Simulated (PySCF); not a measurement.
**SrO: energy against distance**

Set-up: Sr def2-TZVP with ECP28, O def2-TZVP; scalar-relativistic core potentials (PySCF 2.14). Energies in eV from Sr + O in their ground configurations at the same level. State: ¹Σ⁺ (singlet), closed shell.

Curves on a restricted Hartree–Fock reference rise too fast on stretching and do not dissociate correctly.

All columns are RHF. A positive dipole means Sr(−)O(+).

```csv
R (Å),E (eV),μ (D),Mulliken charge on Sr (basis-dependent),HOMO (eV),LUMO (eV),Mayer bond order,⟨S²⟩
1.646,0.930,-7.61,1.03,-7.50,0.13,1.38,0.00
1.723,0.230,-8.67,1.07,-7.56,-0.02,1.39,0.00
1.799,-0.177,-9.66,1.09,-7.56,-0.16,1.40,0.00
1.857,-0.329,-10.34,1.11,-7.54,-0.26,1.40,0.00
1.914,-0.376,-10.98,1.12,-7.50,-0.36,1.41,0.00
1.971,-0.337,-11.58,1.12,-7.35,-0.46,1.42,0.00
2.048,-0.180,-12.31,1.12,-7.03,-0.58,1.43,0.00
2.144,0.139,-13.12,1.12,-6.73,-0.73,1.46,0.00
2.259,0.634,-13.88,1.10,-6.51,-0.87,1.50,0.00
2.412,1.361,-13.52,1.04,-6.14,-0.93,1.52,0.00
```

A fit through these points gives, at Re = 1.915 Å, μ = -10.99 D and dμ/dR = -10.8 D/Å; the reduced mass is 13.53 u.

Q: How strong is the fundamental in the double-harmonic approximation, I = 42.26·(dμ/dR)²/μred km/mol?

A: I = 42.26·(-10.8)²/13.53 = 364 km/mol at RHF.

Where the molecule has an RHF reference, its open-shell atoms are computed with UHF. Hartree–Fock leaves out correlation, which carries a large part of most bond energies and some tenths to 1 eV of ionisation energies.
